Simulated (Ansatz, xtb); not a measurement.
**Ranking isomers of BGeH6NO**

6 gas-phase structures of BGeH6NO, from a drawn sample of its isomers (lower ones may exist). Each was relaxed with GFN2-xTB; where two conformers were screened, the lower at r2SCAN-D4/def2-SVP is listed:

A. `NB[O][GeH3]`, a singlet
B. `N[BH][GeH2][OH]`, a singlet
C. `B[NH][GeH2][OH]`, a singlet
D. `OB[NH][GeH3]`, a singlet
E. `N[B](O)[GeH3]`, a singlet
F. `B[O][GeH2][NH2]`, a singlet

Q: Estimate their order in r2SCAN-D4/def2-SVP energy at these geometries, lowest first.

A: Calculated order at r2SCAN-D4/def2-SVP: A (0.0), D (10.0), E (16.1), F (109.8), B (115.4), C (118.2) kJ/mol. Less than 1 kcal/mol parts B and C, so the order within that pair means little.

Energies above the lowest of each column, in kJ/mol; the last columns are at B3LYP-D3(BJ)/def2-SVP geometries and were run for some of them only (a dash: not run or not comparable):

```
structure  GFN2-xTB  HF/STO-3G  r2SCAN-D4/def2-SVP  B3LYP-D3(BJ)/def2-SVP  CCSD(T)/def2-SVP + ΔMP2/def2-TZVPP
        A       0.0        3.3                 0.0                    0.0                                 0.0
        D      31.2        0.0                10.0                   12.7                                10.3
        E     100.2       66.5                16.1                   26.5                                28.4
        F      67.7       93.1               109.8                      –                                   –
        B     122.6      205.3               115.4                      –                                   –
        C      83.9      129.5               118.2                      –                                   –
```

CCSD(T)/def2-SVP + ΔMP2/def2-TZVPP puts A lowest of those it was run on; HF/STO-3G picks D. Flexible structures stand in one conformer each, not always the lowest. Frequencies (B3LYP-D3(BJ)/def2-SVP) were run for A, D, E alone. ΔMP2 is the change of the MP2 energy from the smaller to the larger basis.

Over these structures GFN2-xTB departs from r2SCAN-D4/def2-SVP by 31.5 kJ/mol on average once a common shift is removed. A GFN2-xTB relaxation took about 0.35 s and the r2SCAN-D4/def2-SVP energy about 4.2 s on a shared host (Ansatz 0.2.0, xtb 6.7.1).
